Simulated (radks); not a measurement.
Species: Pb+. Configuration: [Xe] 4f14 5d10 6s1 6p1 6d1 (not the ground configuration).

Method: Dirac Kohn-Sham, LDA (Slater exchange, Perdew-Wang correlation), spin-unpolarised, spherical densities, finite nucleus; open shells fill j = l - 1/2 first; Fermi nuclear charge, rms radius 5.5012 fm; computed with a radial shooting solver on a logarithmic mesh with Libxc functionals.

Energy parts (hartree):
| part | energy |
|---|---|
| total | -20910.5359 |
| kinetic | 24307.4585 |
| electron-nucleus | -52875.1784 |
| Hartree | 8035.5522 |
| exchange-correlation | -378.3683 |

Orbitals (lengths in bohr, moments of r in powers of bohr; <r^-3> diverges for s and p1/2; r(max) is where P^2 peaks):
orbital  occ.  eigenvalue (hartree)      <r^2>   <r^-3>    r(max)
1s1/2       2             -3228.834  0.0003580        -  0.009854
2s1/2       2             -577.4914   0.005373        -   0.05743
2p1/2       2             -555.0365   0.003777        -   0.04199
2p3/2       4             -474.6673   0.004959    23370   0.04971
3s1/2       2             -138.9441    0.03483        -    0.1616
3p1/2       2             -128.7222    0.03162        -    0.1504
3p3/2       4             -110.7949    0.03796     5516    0.1661
3d3/2       4             -93.82474    0.02894    968.9    0.1288
3d5/2       6             -90.00597    0.03065    790.9    0.1331
4s1/2       2             -31.77477     0.1670        -    0.3630
4p1/2       2             -27.34012     0.1693        -    0.3603
4p3/2       4             -22.94235     0.2007     1358    0.3921
4d3/2       4             -15.67634     0.2085    216.5    0.3832
4d5/2       6             -14.85528     0.2194    172.5    0.3929
5s1/2       2              -5.73975     0.8169        -    0.7893
4f5/2       6              -5.43796     0.2435    37.91    0.3471
4f7/2       8              -5.25288     0.2503    35.91    0.3516
5p1/2       2              -4.21822     0.9370        -    0.8269
5p3/2       4              -3.38800      1.137    252.2    0.9046
5d3/2       4              -1.28456      1.855    26.38     1.053
5d5/2       6              -1.18733      1.995    20.39     1.086
6s1/2       1              -0.84311      5.355        -     1.916
6p1/2       1              -0.53064      7.790        -     2.234
6p3/2       0              -0.44946      9.711    24.19     2.496
7s1/2       0              -0.21924      32.91        -     4.978
6d3/2       1              -0.16700      28.91    1.147     4.245
6d5/2       0              -0.16272      30.33   0.9231     4.377
7p1/2       0              -0.15308      48.37        -     6.090
7p3/2       0              -0.13838      55.85    4.684     6.608
5f5/2       0              -0.06415      80.08  0.01207     7.265
5f7/2       0              -0.06412      80.19  0.01173     7.270
7d3/2       0              -0.06213      140.0   0.3778     10.61
7d5/2       0              -0.06071      145.4   0.3061     10.82

The highest occupied level is 6d3/2 at -4.544 eV. The configuration is held as typed, so some empty levels lie below it. The electron density at the nucleus is 2.725e+06 e/bohr^3. The density falls to 0.001 e/bohr^3 at r = 4.73 bohr. Summed over all electrons, <r^2> = 77.22 bohr^2, which gives a Langevin (diamagnetic) susceptibility term of -61.2 x 10^-6 cm^3/mol.

Run on one thread of a shared host, so times are rough (Arm Neoverse V2): 0.2 s of CPU time, 0.2 s wall, 16 iterations on 2398 mesh points.
